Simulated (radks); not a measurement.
The numbers below are computed, except where a source is named.
Charge is removed step by step from the 4p down level of the niobium ion Nb3+, starting from [Ar] 3d10 4s2 4p(up 3, down 3) 4d2. Code: a radial shooting solver on a logarithmic mesh with Libxc functionals. Model: scalar-relativistic Kohn-Sham, PBE, spin-polarised, spherical densities, finite nucleus; open shells are filled with parallel spins first (spin-orbit coupling, left out, can overturn this in heavy ions); Fermi nuclear charge, rms radius 4.324 fm.

removed (e),E - E(0) (eV),eigenvalue (eV),E minus straight line (eV)
0,0.000,-63.732,0.000
0.125,8.078,-65.558,-0.813
0.25,16.385,-67.398,-1.397
0.375,24.923,-69.251,-1.750
0.5,33.694,-71.117,-1.871
0.625,42.698,-72.995,-1.758
0.75,51.938,-74.884,-1.409
0.875,61.415,-76.784,-0.824
1,71.129,-78.694,0.000

Removing the whole electron costs 71.129 eV by Delta-SCF, against 63.732 eV from minus the eigenvalue at the starting occupation. Slater's transition state (half an electron removed) gives 71.117 eV. Integrating minus the eigenvalue over the occupation (Janak's theorem) gives 71.149 eV. In this scalar-relativistic scheme the density is built from large components alone, so the theorem holds only approximately. The mean slope of the eigenvalue, de/dn, is 15.0 eV per electron.
